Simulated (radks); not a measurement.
Results of a calculation; reference values are marked as such.
Species: Tl+. Configuration: [Hg]. Level of theory: Dirac Kohn-Sham, PBE, spin-unpolarised, spherical densities, finite nucleus; Fermi nuclear charge, rms radius 5.4759 fm (a radial shooting solver on a logarithmic mesh with Libxc functionals).

Unscreened Slater integrals over Kohn-Sham orbitals (hartree). Large and small components are both included.

integral,value
"F0(6s1/2,6s1/2)",0.37739
"F0(6s1/2,5d5/2)",0.44737
"G2(6s1/2,5d5/2)",0.10387
"F0(6s1/2,5d3/2)",0.45073
"G2(6s1/2,5d3/2)",0.094598
"F0(6s1/2,5p3/2)",0.46868
"G1(6s1/2,5p3/2)",0.036967
"F0(5d5/2,5d5/2)",0.64439
"F2(5d5/2,5d5/2)",0.33240
"F4(5d5/2,5d5/2)",0.21998
"F0(5d5/2,5d3/2)",0.65672
"F2(5d5/2,5d3/2)",0.33882
"G2(5d5/2,5d3/2)",0.33826
"G4(5d5/2,5d3/2)",0.22411
"F0(5d5/2,5p3/2)",0.73103
"F2(5d5/2,5p3/2)",0.36414
"G1(5d5/2,5p3/2)",0.44346
"G3(5d5/2,5p3/2)",0.27454
"F0(5d3/2,5d3/2)",0.66984
"F2(5d3/2,5d3/2)",0.34635
"F0(5d3/2,5p3/2)",0.74957
"F2(5d3/2,5p3/2)",0.37923
"G1(5d3/2,5p3/2)",0.46958
"G3(5d3/2,5p3/2)",0.29090
"F0(5p3/2,5p3/2)",0.86782
"F2(5p3/2,5p3/2)",0.46726
